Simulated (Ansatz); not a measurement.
`C#CCOC(=O)OC` + `Clc1ccccc1` → `COC(=O)c1ccc(Cl)cc1` + `C#CCO`  (formal exchange of groups at a C–O bond)

Isolated molecules relaxed with PBE0-D4/def2-TZVP in Ansatz; ΔE leaves out vibrations. CBS: MP2 limit from def2 TZ/QZ plus the TZ coupled-cluster correction, frozen cores. This one scheme is used for every species. DFT in def2-TZVPP. B3LYP here is the variant with VWN-RPA as its local correlation; programs differ in this. Each species was taken in one conformer, which may not be the lowest.

```
             level  ΔE (kJ/mol)  difference from CCSD(T)/CBS
            PBE-D4          0.9                         -1.5
         r2SCAN-D4          6.1                          3.7
           PBE0-D4          3.8                          1.4
          B3LYP-D4          4.0                          1.6
           ωB97X-V          9.7                          7.3
           ωB97M-V          7.5                          5.1
            B2PLYP          5.8                          3.4
               PBE          3.6                          1.2
            r2SCAN          7.3                          4.9
              PBE0          6.3                          3.9
             B3LYP          8.0                          5.6
     HF/def2-TZVPP         20.7                         18.3
    MP2/def2-TZVPP          0.3                         -2.1
SCS-MP2/def2-TZVPP          3.6                          1.2
   CCSD/def2-TZVPP          6.7                          4.3
CCSD(T)/def2-TZVPP          3.8                          1.4
     HF/def2-QZVPP         21.0                         18.6
    MP2/def2-QZVPP         -0.5                         -2.9
SCS-MP2/def2-QZVPP          2.8                          0.4
      HF/CBS(def2)         21.0                         18.6
     MP2/CBS(def2)         -1.2                         -3.6
    CCSD/CBS(def2)          5.2                          2.8
       CCSD(T)/CBS          2.4                            0
```

Largest T1 diagnostic among the species: 0.014.

The D4 term adds −4.0 kJ/mol with B3LYP and −2.5 kJ/mol with PBE0; it sums over pairs of atoms, weighted by their polarisabilities, and B3LYP, whose exchange is more repulsive, gets the larger term. In def2-TZVPP, CCSD(T) changes the Hartree–Fock value by −16.9 kJ/mol (the triples alone add −2.8 kJ/mol) and MP2 by −20.5 kJ/mol.
